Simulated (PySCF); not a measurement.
A mixed set of molecules. Theory: PySCF 2.14.0, density-fitted response routines, TDDFT CAM-B3LYP/def2-SVPD, vertical, gas phase, core orbitals frozen in the response. Geometries: GFN2-xTB; one conformer of each isolated species. Triplets are in the Tamm–Dancoff approximation. Ions are computed without counter-ions or solvent.

Problem. Rank by computed LUMO energy, highest first.
A. `CCCC#P`
B. `C1=CP1CC`
C. `[SiH2]=S`
D. `[H]/P=C(/C)C=C`
E. `C[Si+](C=O)C[SiH2]F`

Solution. B (0.83 eV), A (0.17 eV), D (-1.01 eV), C (-1.68 eV), E (-7.21 eV).

```
             SMILES  LUMO (eV)  first f ≥ 0.01 (nm)  f (S1)  T1 (eV)  α (au)  S1 mainly
           CCP1C=C1       0.83                  227   0.000     4.00    69.1  H→L (92%)
             CCCC#P       0.17                  175   0.000     3.29    72.6  H→L (50%)
     [H]/P=C(/C)C=C      -1.01                  272   0.498     2.12    82.5  H→L (96%)
           [SiH2]=S      -1.68                  261   0.000     2.60    50.5  H→L (99%)
C[Si+](C=O)C[SiH2]F      -7.21                  264   0.001     1.75    82.9  H→L (90%)
```

H and L stand for HOMO and LUMO.
